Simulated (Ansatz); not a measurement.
Geometry optimisation, RKS B3LYP-D4/def2-mTZVP (Ansatz 0.2.0).

Input file:

```yaml
crystal:
  periodic: [false, false, false]
  atoms:
    - { symbol: "N", position_ang: [0.065, -1.4163, 1.5791] }
    - { symbol: C, position_ang: [0.2204, -0.7182, 0.3026] }
    - { symbol: F, position_ang: [-0.5055, -1.4368, -0.6187] }
    - { symbol: O, position_ang: [-0.2617, 0.5793, 0.3552] }
    - { symbol: Si, position_ang: [-0.0475, 1.5618, -0.9481] }
    - { symbol: H, position_ang: [-0.9597, -1.1821, 1.7935] }
    - { symbol: H, position_ang: [0.102, -2.3666, 1.3848] }
    - { symbol: H, position_ang: [1.3274, -0.7042, 0.0327] }
    - { symbol: H, position_ang: [-0.7645, 1.0914, -2.0857] }
    - { symbol: H, position_ang: [-0.5071, 2.9425, -0.5847] }
    - { symbol: H, position_ang: [-0.44178, 1.28915, 1.02137] }
basis:
  gaussian: { orbitals: def2-mTZVP }
hamiltonian:
  xc: b3lyp
  dispersion: d4
relax:
  f_tol: 0.02
  max_steps: 50
output:
  orbitals: {}
```

Launched with:

```bash
$ ansatz run input.yaml --threads 2 --pin off --max-ram 3072MiB --backend cpu --events-out ev --progress --plain --runs-dir out
```

Question: Where does it end, and by what steps?

Answer: The run converged. The force dipped under the threshold on the way, but the program's further checks kept it going. After 18 steps the energy has fallen by 3.095 eV; H9 moved furthest, 0.95 Å.

```json
{"step": "0", "energy less start (eV)": "0.0000", "largest force component (eV/Å)": "5.719", "accepted": "yes"}
{"step": "1", "energy less start (eV)": "-1.7295", "largest force component (eV/Å)": "3.691", "accepted": "yes"}
{"step": "2", "energy less start (eV)": "-2.6042", "largest force component (eV/Å)": "1.338", "accepted": "yes"}
{"step": "3", "energy less start (eV)": "-2.9406", "largest force component (eV/Å)": "1.062", "accepted": "yes"}
{"step": "4", "energy less start (eV)": "-2.9969", "largest force component (eV/Å)": "1.463", "accepted": "yes"}
{"step": "5", "energy less start (eV)": "-3.0294", "largest force component (eV/Å)": "0.524", "accepted": "yes"}
{"step": "6", "energy less start (eV)": "-3.0678", "largest force component (eV/Å)": "0.223", "accepted": "yes"}
{"step": "7", "energy less start (eV)": "-3.0820", "largest force component (eV/Å)": "0.077", "accepted": "yes"}
{"step": "8", "energy less start (eV)": "-3.0697", "largest force component (eV/Å)": "0.504", "accepted": "no"}
{"step": "9", "energy less start (eV)": "-3.0881", "largest force component (eV/Å)": "0.038", "accepted": "yes"}
{"step": "10", "energy less start (eV)": "-3.0902", "largest force component (eV/Å)": "0.145", "accepted": "yes"}
{"step": "11", "energy less start (eV)": "-3.0915", "largest force component (eV/Å)": "0.082", "accepted": "yes"}
{"step": "12", "energy less start (eV)": "-3.0913", "largest force component (eV/Å)": "0.111", "accepted": "no"}
{"step": "13", "energy less start (eV)": "-3.0934", "largest force component (eV/Å)": "0.048", "accepted": "yes"}
{"step": "14", "energy less start (eV)": "-3.0943", "largest force component (eV/Å)": "0.032", "accepted": "yes"}
{"step": "15", "energy less start (eV)": "-3.0947", "largest force component (eV/Å)": "0.096", "accepted": "yes"}
{"step": "16", "energy less start (eV)": "-3.0951", "largest force component (eV/Å)": "0.032", "accepted": "yes"}
{"step": "17", "energy less start (eV)": "-3.0953", "largest force component (eV/Å)": "0.010", "accepted": "yes"}
{"step": "18", "energy less start (eV)": "-3.0954", "largest force component (eV/Å)": "0.016", "accepted": "yes"}
```

```xyz
11
Properties=species:S:1:pos:R:3
N -0.126 -1.209 1.634
C 0.139 -0.832 0.304
F -0.323 -1.733 -0.637
O -0.573 0.371 0.012
Si 0.201 1.678 -1.457
H -1.057 -1.606 1.728
H 0.559 -1.867 1.987
H 1.204 -0.690 0.122
H -1.222 1.914 -1.936
H 0.104 2.748 -0.366
H -0.678 0.865 0.841
```

The run took 28 s on 2 threads of AMD EPYC 9B45 (Zen 5), with other jobs on the host, peak memory 0.29 GiB.
